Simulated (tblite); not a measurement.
Compound: C3H10N2Si.
Geometry (GFN2-xTB, Å), atoms numbered from 1 in this order:
```xyz
16
C3H10N2Si angstrom
C     -0.8634   -1.2778    0.6718
N     -0.7551   -0.1189   -0.1821
Si    -1.2139    1.4312    0.4159
C      0.3041   -0.2287   -1.1444
C      1.6987   -0.1055   -0.6043
N      1.9126    0.1805    0.5958
H      0.0078   -1.3907    1.3237
H     -1.7512   -1.1827    1.2924
H     -0.9593   -2.1795    0.0590
H     -2.5491    1.2174    0.9798
H     -0.3531    2.0654    1.4197
H     -1.2651    2.2729   -0.7834
H      0.2306   -1.1949   -1.6654
H      0.1809    0.5558   -1.8991
H      2.4783   -0.2863   -1.3618
H      2.8895    0.2508    0.8710
```

Computed with GFN2-xTB (tblite): harmonic, unscaled wavenumbers at the GFN2-xTB geometry, gas phase. Against measured fundamentals such values can be off by several per cent, at times by over 20. Modes of hydrogen on silicon can be 10 to 20 % off. One conformer, not necessarily the lowest.

Harmonic wavenumbers (cm⁻¹): 63.6, 121.5, 142.1, 155.9, 204.6, 297.6, 316.8, 392.2, 560.0, 609.5, 616.7, 639.5, 735.1, 754.7, 810.1, 824.8, 937.7, 964.7, 1013.4, 1051.1, 1105.9, 1147.3, 1169.1, 1222.9, 1306.3, 1318.3, 1360.9, 1416.4, 1434.1, 1486.0, 1505.9, 1747.2, 2207.6, 2227.4, 2237.9, 2795.2, 2867.3, 2926.3, 2927.2, 2950.4, 3029.9, 3338.6.

A = 3946, B = 2139, C = 1856 MHz; mass 102.061 u (most abundant isotopes); point group C1, symmetry number 1.

Zero-point energy?

Half the sum of the wavenumbers: 27470 cm⁻¹ = 328.61 kJ/mol.

What is S at 298.15 K and 1 bar for an ideal gas of classical rigid rotors and harmonic oscillators?

Translation 166.54, rotation 114.72, vibration 92.15: S = 373.4 J/(mol K).

And Cp and H(298.15 K) − H(0)?

Cp = 135.56 J/(mol K), of which vibrations give 102.30 (their classical limit is 42 R = 349.2); H(298.15 K) − H(0) = 24.99 kJ/mol without the zero-point energy, 15.07 from vibrations.

Blend soft modes into free rotors: weight 1/[1 + (100 cm⁻¹/ν̃)⁴] for the oscillator and the rest for a rotor with moment μB/(μ + B), μ = h/(8π²ν), B = 10⁻⁴⁴ kg m². What vibrational entropy results?

87.61 J/(mol K) in place of 92.15, which changes −T·S at 298.15 K by +1.36 kJ/mol.

What must be added to the electronic energy to get the Gibbs energy at 298.15 K and 1 bar?

ZPE + [H(298.15 K) − H(0)] − T·S = 328.61 + 24.99 − 111.34 = 242.26 kJ/mol.

How do the functions run with temperature in this model?

```json
{"T (K)": "150", "S (J/(mol K))": "299.9", "Cp (J/(mol K))": "85.0", "H − H(0) (kJ/mol)": "8.71", "G − H(0) (kJ/mol)": "-36.28", "ln q(vib)": "2.01"}
{"T (K)": "250", "S (J/(mol K))": "351.1", "Cp (J/(mol K))": "118.7", "H − H(0) (kJ/mol)": "18.87", "G − H(0) (kJ/mol)": "-68.90", "ln q(vib)": "4.02"}
{"T (K)": "400", "S (J/(mol K))": "418.1", "Cp (J/(mol K))": "169.5", "H − H(0) (kJ/mol)": "40.56", "G − H(0) (kJ/mol)": "-126.68", "ln q(vib)": "7.09"}
{"T (K)": "600", "S (J/(mol K))": "497.5", "Cp (J/(mol K))": "222.9", "H − H(0) (kJ/mol)": "80.11", "G − H(0) (kJ/mol)": "-218.42", "ln q(vib)": "11.16"}
{"T (K)": "900", "S (J/(mol K))": "598.8", "Cp (J/(mol K))": "275.8", "H − H(0) (kJ/mol)": "155.57", "G − H(0) (kJ/mol)": "-383.36", "ln q(vib)": "16.98"}
```

q(vib) and H(0) count from the zero-point level.

Which modes carry the vibrational entropy at 298.15 K?

63.6 cm⁻¹: 18.17; 121.5 cm⁻¹: 12.87; 142.1 cm⁻¹: 11.61; 155.9 cm⁻¹: 10.87; 204.6 cm⁻¹: 8.75; 297.6 cm⁻¹: 5.98 J/(mol K); the other 36 give 23.89 together.

Hindered rotation and anharmonicity are outside this model. Other conformers, if any are populated, would add a mixing term that is left out. The structure is chiral; the term R ln 2 for an equal mix with its mirror image is left out.
